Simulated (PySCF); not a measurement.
From results back to the method.

Species: GaCl2Me, CH3Cl2Ga.
Bonds: Ga1–Cl2, Ga1–Cl3, Ga1–C4. Hydrogens: H5, H6, H7 on C4.

The closed-shell ground state was solved 3 times with PySCF (density fitting, gas phase), always in the pcSseg-1 (pcSseg-2 on Ga) basis (143 functions), with these functionals: B3LYP, PBE and PBE0. Geometry: PBE0-D3(BJ)/def2-SVP; no solvent, vibrations or thermal averaging. Relativistic effects, spin–orbit coupling among them, are left out although an element past zinc is present.

```tsv
row	total energy (Eh)	HOMO (eV)	LUMO (eV)	dipole (D)
P	-2884.5776	-7.53	-2.02	2.91
Q	-2884.6861	-8.88	-1.25	3.00
R	-2885.3824	-8.59	-1.50	2.97
```

Which functional belongs to which row?

P = PBE, Q = PBE0, R = B3LYP. By rising HOMO–LUMO gap: PBE (GGA) 5.51 eV; B3LYP (global hybrid, 20 % exact exchange) 7.09 eV; PBE0 (global hybrid, 25 % exact exchange) 7.63 eV. Total energies of different functionals aren't bounds to one another; each is stationary for its own functional.
